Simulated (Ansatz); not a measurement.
Total energies of Cu(NH2)2 (CuN₂H₄) from Ansatz at PBE-D4/def2-TZVP, gas phase (1 Eh = 27.2114 eV = 2625.5 kJ/mol). The reference geometry is relaxed at r2SCAN-D4/def2-TZVP.

| state | geometry | energy (Eh) |
| --- | --- | --- |
| charge 0 doublet | reference | -1752.11990 |
| charge 1 triplet | reference | -1751.80672 |
| charge 1 triplet | relaxed at r2SCAN-D4/def2-TZVP | -1751.81857 |
| free Cu atom (doublet) | – | -1640.24447 |
| free N atom (quartet) | – | -54.53214 |
| free H atom (doublet) | – | -0.49962 |

(1) Work out the vertical ionisation energy to the triplet.

(2) How much does the charge 1 triplet relax, and what is the adiabatic ionisation energy?

(3) What is the binding energy per atom against free atoms?

(1) E(charge 1 triplet) − E(charge 0 doublet) = -1751.80672 − (-1752.11990) = 0.31318 Eh = 8.52 eV. For comparison, −ε of the highest occupied level of the spin that leaves is 5.37 eV at this level, 3.15 eV less.

(2) Relaxation: -1751.80672 − (-1751.81857) = 0.01185 Eh = 0.32 eV. Adiabatic ionisation energy: 0.30133 Eh = 8.20 eV, without zero-point energy. 

(3) Atoms: 1 × (-1640.24447) + 2 × (-54.53214) + 4 × (-0.49962) = -1751.30723 Eh. Binding: -1751.30723 − (-1752.11990) = 0.81267 Eh = 22.11 eV, or 3.16 eV for each of 7 atoms (no zero-point energy, no counterpoise term).
